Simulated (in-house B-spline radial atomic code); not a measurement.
Radial electron density of Rh, [Kr] 4d8 5s1. Level of theory: scalar-relativistic (X2C) AM05, spin-polarised, spherical fractional occupations, Fermi nucleus of rms radius 4.4945 fm; calculated with a radial B-spline atomic code at the basis-set limit.

One-electron X2C: radii and densities carry no picture-change correction, so inner-shell <1/r> comes out high (for 1s by about 2 % at Z = 33, 5 % at 54, 10 % at 75, 30 % at 118) and <r> low.

Columns: r (bohr), 4πr²n(r) (electrons per bohr), bar.

```
 0.00105    1.618 #
 0.00131    2.325 #
 0.00162    3.277 ##
 0.00201    4.617 ###
  0.0025     6.48 ####
  0.0031    8.966 ######
 0.00384    12.24 ########
 0.00477    16.54 ##########
 0.00592     21.9 #############
 0.00734    28.31 #################
 0.00911    35.61 ######################
  0.0113     43.2 ###########################
   0.014    50.16 ###############################
  0.0174    55.41 ##################################
  0.0216    57.62 ###################################
  0.0268    56.35 ###################################
  0.0332    52.61 ################################
  0.0412    49.12 ##############################
  0.0511    49.54 ##############################
  0.0635    55.93 ##################################
  0.0787     65.6 ########################################
  0.0977    71.69 ############################################
   0.121    67.99 ##########################################
    0.15     56.4 ###################################
   0.187    47.28 #############################
   0.231    49.16 ##############################
   0.287    55.87 ##################################
   0.356    53.17 #################################
   0.442    37.57 #######################
   0.549    21.06 #############
   0.681    14.61 #########
   0.845    15.34 #########
    1.05     14.9 #########
     1.3    11.05 #######
    1.61    6.587 ####
       2      3.5 ##
    2.48    1.842 #
    3.08    0.944 #
    3.82   0.4381 
    4.74   0.1672 
    5.88  0.04876 
     7.3  0.01005 
    9.06 0.001359 
    11.2 0.0001149
```

On this grid the curve has 4 maxima, near 0.0216, 0.0977, 0.287, 0.845 bohr.

The 5s up radial function P(r) = rR(r), positive near the nucleus:

```json
{"r (bohr)": "0.000444", "P": "0.006999"}
{"r (bohr)": "0.000684", "P": "0.01007"}
{"r (bohr)": "0.00105", "P": "0.01437"}
{"r (bohr)": "0.00162", "P": "0.02042"}
{"r (bohr)": "0.0025", "P": "0.02865"}
{"r (bohr)": "0.00384", "P": "0.0392"}
{"r (bohr)": "0.00592", "P": "0.05192"}
{"r (bohr)": "0.00911", "P": "0.0647"}
{"r (bohr)": "0.014", "P": "0.07247"}
{"r (bohr)": "0.0216", "P": "0.06536"}
{"r (bohr)": "0.0332", "P": "0.03038"}
{"r (bohr)": "0.0635", "P": "-0.07592"}
{"r (bohr)": "0.0977", "P": "-0.1159"}
{"r (bohr)": "0.15", "P": "-0.03459"}
{"r (bohr)": "0.231", "P": "0.1353"}
{"r (bohr)": "0.356", "P": "0.1371"}
{"r (bohr)": "0.549", "P": "-0.141"}
{"r (bohr)": "0.845", "P": "-0.2628"}
{"r (bohr)": "1.3", "P": "0.09972"}
{"r (bohr)": "2", "P": "0.5315"}
{"r (bohr)": "3.08", "P": "0.5905"}
{"r (bohr)": "4.74", "P": "0.3318"}
{"r (bohr)": "7.3", "P": "0.09129"}
{"r (bohr)": "11.2", "P": "0.01026"}
```
